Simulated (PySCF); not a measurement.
PySCF job for germylmethylgermane (CH8Ge2), SMILES [GeH3][CH2][GeH3], TDDFT-B3LYP/def2-SVPD. Geometry optimised at PBE0-D3(BJ)/def2-SVP.

```python
import numpy as np
from pyscf import gto, scf, dft, tdscf

mol = gto.M(
    atom='''
    Ge    1.64447391    0.00000000   -0.10313764
    C    -0.00000000   -0.00000000    0.95701582
    Ge   -1.64447391    0.00000000   -0.10313764
    H     2.88001302   -0.00000000    0.81875348
    H     1.69148620   -1.25242267   -0.99965559
    H     1.69148620    1.25242267   -0.99965557
    H    -0.00000000    0.88707132    1.60991463
    H     0.00000001   -0.88707133    1.60991462
    H    -1.69148620   -1.25242267   -0.99965558
    H    -1.69148621    1.25242267   -0.99965557
    H    -2.88001302   -0.00000001    0.81875350
    ''',
    basis='def2-SVPD',
    charge=0,
    spin=0,
    symmetry=True,
    max_memory=1600,
    verbose=4,
)
mf = dft.RKS(mol, xc='b3lyp').density_fit(auxbasis='def2-universal-jkfit')
mf.grids.level = 3
mf.conv_tol = 1e-9
mf.max_cycle = 100
mf.kernel()
mf.grids = dft.Grids(mol).set(level=1).build(with_non0tab=True)  # coarser grid for the response kernel
td = tdscf.TDDFT(mf)
td.singlet = True
td.nstates = 10
td.conv_tol = 1e-4
td.positive_eig_threshold = 1e-6
td.kernel(x0=td.get_init_guess(mf, 15))
td.analyze()
tt = tdscf.TDA(mf)
tt.singlet = False
tt.nstates = 4
tt.conv_tol = 1e-4
tt.positive_eig_threshold = 1e-6
tt.kernel(x0=tt.get_init_guess(mf, 9))
tt.analyze(verbose=3)
```

Program output:

```
PySCF version 2.14.0

[INPUT] verbose = 4
[INPUT] num. atoms = 11
[INPUT] num. electrons = 78
[INPUT] charge = 0
[INPUT] spin (= nelec alpha-beta = 2S) = 0
[INPUT] symmetry True subgroup None
[INPUT] Mole.unit = angstrom
[INPUT] Symbol           X                Y                Z      unit          X                Y                Z       unit  Magmom
[INPUT]  1 Ge     1.644473910000   0.000000000000  -0.103137640000 AA    3.107605308893   0.000000000000  -0.194901892734 Bohr   0.0
[INPUT]  2 C      0.000000000000   0.000000000000   0.957015820000 AA    0.000000000000   0.000000000000   1.808497796676 Bohr   0.0
[INPUT]  3 Ge    -1.644473910000   0.000000000000  -0.103137640000 AA   -3.107605308893   0.000000000000  -0.194901892734 Bohr   0.0
[INPUT]  4 H      2.880013020000   0.000000000000   0.818753480000 AA    5.442435842982   0.000000000000   1.547219840735 Bohr   0.0
[INPUT]  5 H      1.691486200000  -1.252422670000  -0.999655590000 AA    3.196445661481  -2.366735838497  -1.889075283991 Bohr   0.0
[INPUT]  6 H      1.691486200000   1.252422670000  -0.999655570000 AA    3.196445661481   2.366735838497  -1.889075246196 Bohr   0.0
[INPUT]  7 H      0.000000000000   0.887071320000   1.609914630000 AA    0.000000000000   1.676321847756   3.042297734630 Bohr   0.0
[INPUT]  8 H      0.000000010000  -0.887071330000   1.609914620000 AA    0.000000018897  -1.676321866654   3.042297715733 Bohr   0.0
[INPUT]  9 H     -1.691486200000  -1.252422670000  -0.999655580000 AA   -3.196445661481  -2.366735838497  -1.889075265093 Bohr   0.0
[INPUT] 10 H     -1.691486210000   1.252422670000  -0.999655570000 AA   -3.196445680379   2.366735838497  -1.889075246196 Bohr   0.0
[INPUT] 11 H     -2.880013020000  -0.000000010000   0.818753500000 AA   -5.442435842982  -0.000000018897   1.547219878529 Bohr   0.0

nuclear repulsion = 403.970665920717
point group symmetry = C2v
symmetry origin: [-2.27738056e-17 -4.84545164e-10 -2.90727097e-09]
symmetry axis x: [ 1.00000000e+00  3.83171904e-11 -2.62563084e-10]
symmetry axis y: [-3.83171911e-11  1.00000000e+00 -2.50368556e-09]
symmetry axis z: [2.62563083e-10 2.50368564e-09 1.00000000e+00]
num. orbitals of irrep A1 = 56
num. orbitals of irrep A2 = 26
num. orbitals of irrep B1 = 46
num. orbitals of irrep B2 = 32
number of shells = 68
number of NR pGTOs = 270
number of NR cGTOs = 160
basis = def2-SVPD
ecp = {}


******** <class 'pyscf.df.df_jk.DFSymAdaptedRKS'> ********
method = DFSymAdaptedRKS
initial guess = minao
damping factor = 0
level_shift factor = 0
DIIS = <class 'pyscf.scf.diis.CDIIS'>
diis_start_cycle = 1
diis_space = 8
diis_damp = 0
SCF conv_tol = 1e-09
SCF conv_tol_grad = None
SCF max_cycles = 100
direct_scf = False
XC library pyscf.dft.libxc version 7.1.2
    S. Lehtola, C. Steigemann, M. J. T. Oliveira, and M. A. L. Marques,  SoftwareX 7, 1–5 (2018)
XC functionals = b3lyp
    P. J. Stephens, F. J. Devlin, C. F. Chabalowski, and M. J. Frisch,  J. Phys. Chem. 98, 11623 (1994)
radial grids:
    Treutler-Ahlrichs [JCP 102, 346 (1995); DOI:10.1063/1.469408] (M4) radial grids

becke partition: Becke, JCP 88, 2547 (1988); DOI:10.1063/1.454033
pruning grids: <function nwchem_prune>
grids dens level: 3
symmetrized grids: True
atomic radii adjust function: <function treutler_atomic_radii_adjust>
small_rho_cutoff = 0
Freeze 0 electrons in irreps []
    78 free electrons in irreps A1 A2 B1 B2
Set gradient conv threshold to 3.16228e-05
Initial guess from minao.
tot grids = 133864
******** <class 'pyscf.df.df.DF'> ********
auxbasis = def2-universal-jkfit
init E= -4195.09179522715
HOMO (B1) = -0.327266820559309  LUMO (A1) = -0.0311045742358007  gap/eV = 8.05899
cycle= 1 E= -4196.40163561791  delta_E= -1.31  |g|= 0.638  |ddm|= 3.46
HOMO (B1) = -0.268708398571066  LUMO (A1) = -0.0036339204541429  gap/eV = 7.21304
cycle= 2 E= -4196.35941381976  delta_E= 0.0422  |g|= 0.78  |ddm|= 1.09
HOMO (B1) = -0.309509744039409  LUMO (A1) = -0.00577020193708178  gap/eV = 8.26517
cycle= 3 E= -4196.45316566685  delta_E= -0.0938  |g|= 0.0772  |ddm|= 0.755
HOMO (B1) = -0.301979530168907  LUMO (A1) = -0.00430193609684748  gap/eV = 8.10022
cycle= 4 E= -4196.45487001871  delta_E= -0.0017  |g|= 0.0185  |ddm|= 0.113
HOMO (B1) = -0.304607084021406  LUMO (A1) = -0.00516530622479205  gap/eV = 8.14823
cycle= 5 E= -4196.45493769171  delta_E= -6.77e-05  |g|= 0.0025  |ddm|= 0.0209
HOMO (B1) = -0.304540640113572  LUMO (A1) = -0.00506900187004078  gap/eV = 8.14904
cycle= 6 E= -4196.45494007971  delta_E= -2.39e-06  |g|= 0.000471  |ddm|= 0.00517
HOMO (B1) = -0.304499215720851  LUMO (A1) = -0.00506402623796243  gap/eV = 8.14805
cycle= 7 E= -4196.45494016368  delta_E= -8.4e-08  |g|= 9.07e-05  |ddm|= 0.000887
HOMO (B1) = -0.304493676325547  LUMO (A1) = -0.00505795233579498  gap/eV = 8.14806
cycle= 8 E= -4196.45494016694  delta_E= -3.26e-09  |g|= 9.32e-06  |ddm|= 0.000191
HOMO (B1) = -0.304495864524218  LUMO (A1) = -0.0050587956160939  gap/eV = 8.14810
cycle= 9 E= -4196.45494016695  delta_E= -1.46e-11  |g|= 2.03e-06  |ddm|= 2.37e-05
HOMO (B1) = -0.304495257822025  LUMO (A1) = -0.00505863953759311  gap/eV = 8.14809
Extra cycle  E= -4196.45494016696  delta_E= -1.27e-11  |g|= 2.15e-06  |ddm|= 7.27e-06
converged SCF energy = -4196.45494016696
tot grids = 39792
Overwritten attributes  positive_eig_threshold  of <class 'pyscf.tdscf.rks.TDDFT'>


******** <class 'pyscf.tdscf.rks.TDDFT'> for <class 'pyscf.df.df_jk.DFSymAdaptedRKS'> ********
nstates = 10 singlet
deg_eia_thresh = 1.000e-03
wfnsym = None
conv_tol = 0.0001
eigh lindep = 1e-12
eigh level_shift = 0
eigh max_cycle = 100


Excitation energies (eV)
[7.26826759 7.70755511 7.75844378 7.94557967 8.036918   8.09163131
 8.10506646 8.17465643 8.27977601 8.40045687]

** Singlet excitation energies and oscillator strengths **
Excited State   1:   B1      7.26827 eV    170.58 nm  f=0.0011
      39 -> 40       -0.70031
Excited State   2:  ???      7.70756 eV    160.86 nm  f=0.0019
      38 -> 40        0.68786
      38 -> 41       -0.10445
Excited State   3:   B1      7.75844 eV    159.81 nm  f=0.4019
      35 -> 40        0.12992
      39 -> 41        0.66956
Excited State   4:  ???      7.94558 eV    156.04 nm  f=0.0020
      38 -> 41        0.10109
      39 -> 42        0.68374
Excited State   5:   B1      8.03692 eV    154.27 nm  f=0.0080
      35 -> 40       -0.10896
      39 -> 43        0.68309
Excited State   6:   B2      8.09163 eV    153.23 nm  f=0.0439
      37 -> 40        0.68826
      37 -> 41       -0.10143
Excited State   7:   A2      8.10507 eV    152.97 nm  f=0.0000
      36 -> 40       -0.69448
Excited State   8:  ???      8.17466 eV    151.67 nm  f=0.1021
      38 -> 40        0.11357
      38 -> 41        0.67898
Excited State   9:   B1      8.27978 eV    149.74 nm  f=0.0010
      35 -> 40       -0.42593
      38 -> 42        0.55450
Excited State  10:   B2      8.40046 eV    147.59 nm  f=0.0294
      36 -> 42        0.12270
      37 -> 40       -0.12514
      37 -> 41       -0.51382
      39 -> 44       -0.44519

** Transition electric dipole moments (AU) **
state          X           Y           Z        Dip. S.      Osc.
  1         0.0791      0.0000      0.0000      0.0063      0.0011
  2        -0.0000      0.0000      0.1002      0.0100      0.0019
  3         1.4541     -0.0000      0.0000      2.1145      0.4019
  4        -0.0000      0.0000      0.1016      0.0103      0.0020
  5        -0.2021      0.0000     -0.0000      0.0409      0.0080
  6         0.0000      0.4704     -0.0000      0.2212      0.0439
  7        -0.0000     -0.0000      0.0000      0.0000      0.0000
  8         0.0000     -0.0000      0.7139      0.5097      0.1021
  9         0.0714      0.0000      0.0000      0.0051      0.0010
 10         0.0000     -0.3781      0.0000      0.1430      0.0294

** Transition velocity dipole moments (imaginary part, AU) **
state          X           Y           Z        Dip. S.      Osc.
  1         0.0227     -0.0000      0.0000      0.0005      0.0013
  2         0.0000     -0.0000      0.0290      0.0008      0.0020
  3         0.4209     -0.0000      0.0000      0.1772      0.4143
  4         0.0000     -0.0000      0.0317      0.0010      0.0023
  5        -0.0576      0.0000     -0.0000      0.0033      0.0075
  6         0.0000      0.1423      0.0000      0.0203      0.0454
  7        -0.0000      0.0000     -0.0000      0.0000      0.0000
  8        -0.0000      0.0000      0.2217      0.0491      0.1091
  9         0.0235      0.0000     -0.0000      0.0006      0.0012
 10        -0.0000     -0.1241      0.0000      0.0154      0.0332

** Transition magnetic dipole moments (imaginary part, AU) **
state          X           Y           Z
  1         0.0000     -1.2153     -0.0000
  2         0.0000     -0.0000     -0.0000
  3         0.0000     -1.1772     -0.0000
  4         0.0000      0.0000     -0.0000
  5        -0.0000      0.1647      0.0000
  6        -0.8898      0.0000     -0.0000
  7         0.0000      0.0000     -2.0612
  8        -0.0000      0.0000     -0.0000
  9        -0.0000      1.7442      0.0000
 10        -0.3928     -0.0000     -0.0000
Overwritten attributes  positive_eig_threshold  of <class 'pyscf.tdscf.rks.TDA'>


******** <class 'pyscf.tdscf.rks.TDA'> for <class 'pyscf.df.df_jk.DFSymAdaptedRKS'> ********
nstates = 4 triplet
deg_eia_thresh = 1.000e-03
wfnsym = None
conv_tol = 0.0001
eigh lindep = 1e-12
eigh level_shift = 0
eigh max_cycle = 100


Excitation energies (eV)
[6.96364241 7.16699928 7.39652719 7.6352769 ]

** Triplet excitation energies and oscillator strengths **
Excited State   1:   B1      6.96364 eV    178.05 nm  f=0.0000
Excited State   2:   B1      7.16700 eV    172.99 nm  f=0.0000
Excited State   3:   A1      7.39653 eV    167.62 nm  f=0.0000
Excited State   4:   A1      7.63528 eV    162.38 nm  f=0.0000
```

The run converged.

Cost: very roughly 5 core-minutes.
